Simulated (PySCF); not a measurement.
C₄H₇FO, SMILES CO[C@@H]1C[C@@H]1F. Geometry: PBE-D3(BJ)/def2-SVP. The structure was generated by enumeration; whether it is a known compound was not checked. One conformer was computed; it need not be the lowest.

Problem. Give the equilibrium geometry at PBE-D3(BJ)/def2-SVP (PySCF confirms it by a frequency run) as bond lengths and angles. (Estimate from the structure and the level; the computed values follow.)

Solution. This is not unique; one that fits is 
Atoms: C1 O2 C3 C4 C5 F6 H7 H8 H9 H10 H11 H12 H13. Bonds (Å): C1–O2 1.413, C1–H7 1.117, C1–H8 1.107, C1–H9 1.116, O2–C3 1.386, C3–C4 1.528, C3–C5 1.502, C3–H10 1.111, C4–C5 1.505, C4–H11 1.101, C4–H12 1.102, C5–F6 1.365, C5–H13 1.105. Bond angles (°): O2–C1–H7 112.0, O2–C1–H8 107.4, O2–C1–H9 112.0, H7–C1–H8 108.6, H7–C1–H9 107.9, H8–C1–H9 108.9, C1–O2–C3 112.8, O2–C3–C4 119.0, O2–C3–C5 116.6, O2–C3–H10 115.3, C4–C3–C5 59.6, C4–C3–H10 117.5, C5–C3–H10 117.6, C3–C4–C5 59.4, C3–C4–H11 120.9, C3–C4–H12 114.6, C5–C4–H11 120.1, C5–C4–H12 114.3, H11–C4–H12 115.8, C3–C5–C4 61.1, C3–C5–F6 118.2, C3–C5–H13 118.9, C4–C5–F6 118.1, C4–C5–H13 119.8, F6–C5–H13 112.1.
Charge 0, spin multiplicity 1.
